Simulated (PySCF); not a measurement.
Consider 2,3-dihydrothiophene 1,1-dioxide, `O=S1(=O)C=CCC1` (C4H6O2S). Non-hydrogen atoms are numbered in `[O:1]=[S:2]1(=[O:3])[CH:4]=[CH:5][CH2:6][CH2:7]1`. These are map numbers, not IUPAC locants.

Computed at ωB97X-D3(BJ)/ma-def2-TZVP // PBE0-D3(BJ)/def2-SVP with PySCF (density fitting, grid level 2). The prefix ma- adds one diffuse s and one diffuse p function on all atoms but H. ωB97X-D3(BJ) is ωB97X-V with D3(BJ) in place of VV10. Thermal corrections: PBE0-D3(BJ)/def2-SVP frequencies, unscaled, ideal gas at 298.15 K and 1 bar, quasi-RRHO entropy.

(1) What are the vertical and the adiabatic ionisation energy for forming the radical cation?

(2) Where does the unpaired spin of the relaxed radical cation sit?

(3) What oxidation potential follows in water (IEF-PCM), given that Fc+/Fc comes at 4.52 V absolute with this functional and basis?

(4) How far is −ε(HOMO) from the vertical value by ΔSCF?

## Answers

(1) 10.45 eV vertical and 10.01 eV adiabatic, the latter with zero-point energy.

(2) O3 (oxygen on the chalcogen) 0.59, C5 (alkene carbon) 0.29, C4 (alkene carbon) 0.12 (intrinsic atomic orbital populations). This structure is symmetry-broken (see the note below).

(3) In the gas phase ΔG of oxidation is 9.991 eV, and solvation is -49.9 kJ/mol for the parent and -269.5 kJ/mol for the product, so the absolute potential is 7.71 V, or 3.20 V against Fc+/Fc. Fc+/Fc in water, 4.52 V, is ωB97X-D3(BJ)/ma-def2-TZVP on PBE0-D3(BJ)/def2-SVP structures with GFN2-xTB thermal terms. Benchmark calculations put it near 5.0 V in acetonitrile and DMSO, so it is about 0.5 V low, and the value against it can read up to that much too high. The solvent is electrostatics only, on gas-phase structures; the absolute scale refers to an electron at rest in vacuum.

(4) −ε(HOMO) = 10.53 eV, which is 0.08 eV above the ΔSCF value.

Note: O1 and O3 are equivalent in the parent, but the relaxed radical cation is symmetry-broken, which is often an artefact of the method; its spin populations, distances and adiabatic value belong to that structure.

Differences come from unrounded values, so a last digit can differ from that of the printed terms.
